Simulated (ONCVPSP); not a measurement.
**Varying the ONCV potential for nitrogen**

Base potential:

```
Element                 : nitrogen
Generator               : ONCVPSP 4.0.1
Type                    : optimised norm-conserving Vanderbilt (ONCV)
Functional              : PBEsol
Relativity              : scalar-relativistic
Frozen core             : [He]
Valence charge          : 5
Reference configuration : 2s2 2p3
Partial waves           : 2s: rc 1.15 bohr, ncon 4, nbas 7, qcut 5.8 1/bohr, local; 2p: rc 2.25 bohr, ncon 4, nbas 7, qcut 7.8 1/bohr, 2 projectors, debl 1.9 Ha
Local potential         : the s channel
Core correction         : Teter function, fcfact 4.25, rcfact 1.55
```

All-electron outer shells of the reference configuration (PBEsol, scalar-relativistic, ld1.x):

```csv
shell,level (eV),outermost node (bohr),outermost maximum (bohr)
1s,-383.09,–,0.15
2s,-18.46,0.32,1.02
2p,-7.04,–,0.98
```

Cutoffs, loose and tight: the cutoffs (Ha) at which the residual kinetic energy of the hardest occupied pseudo-wave falls to 1 and 0.1 mHa per electron. They do not see the model core or the augmentation charge, which bear on the density cutoff. Test errors are all-electron minus pseudo excitation energies from the reference, over the configurations 2s2 2p2; 2s2 2p1; 2s2 2p0; 2s1 2p4. A dash means not determined; rows that change the core or the reference have their own tests.

```csv
change,outcome,"cutoff, loose","cutoff, tight",bound ghosts,GHOST(+) flags above zero,largest test error (meV)
base,generated,40 Ha,87 Ha,none,none,+1984
s: qcut 4.4; p: qcut 6,generated,74 Ha,93 Ha,none,none,+2830
non-relativistic,generated,40 Ha,87 Ha,none,none,+1984
"s: nproj 1; local potential polynomial inside 1.05 bohr (lpopt 4, dvloc0 0 Ha)",generated,40 Ha,87 Ha,none,none,+1965
"core correction Teter function, fcfact 4.25, rcfact 1.42",generated,40 Ha,87 Ha,none,none,+2000
functional LDA (Perdew-Wang 92),generated,39 Ha,87 Ha,none,none,+2046
"core correction Teter function, fcfact 2.8, rcfact 1.55",generated,40 Ha,87 Ha,none,none,+1976
"core correction Teter function, fcfact 4.25, rcfact 1.75",generated,40 Ha,87 Ha,none,none,+1946
p: debl 0.4,generated,40 Ha,87 Ha,none,none,+1984
```

(1) What comes out with this change to the base: s: qcut 3.8?

(2) What comes out with this change to the base: s: rc 1.22?

(3) What comes out with this change to the base: all radii but the core radius scaled by about 1.27 (s 1.46, p 2.86 bohr)?

Answers

(1) outcome: generated; cutoff, loose: 77 Ha; cutoff, tight: 95 Ha; bound ghosts: none; GHOST(+) flags above zero: none; largest test error (meV): +2060.

(2) outcome: generated; cutoff, loose: 29 Ha; cutoff, tight: 75 Ha; bound ghosts: none; GHOST(+) flags above zero: none; largest test error (meV): +2025.

(3) outcome: generated; cutoff, loose: 14 Ha; cutoff, tight: 30 Ha; bound ghosts: none; GHOST(+) flags above zero: none; largest test error (meV): +3891.
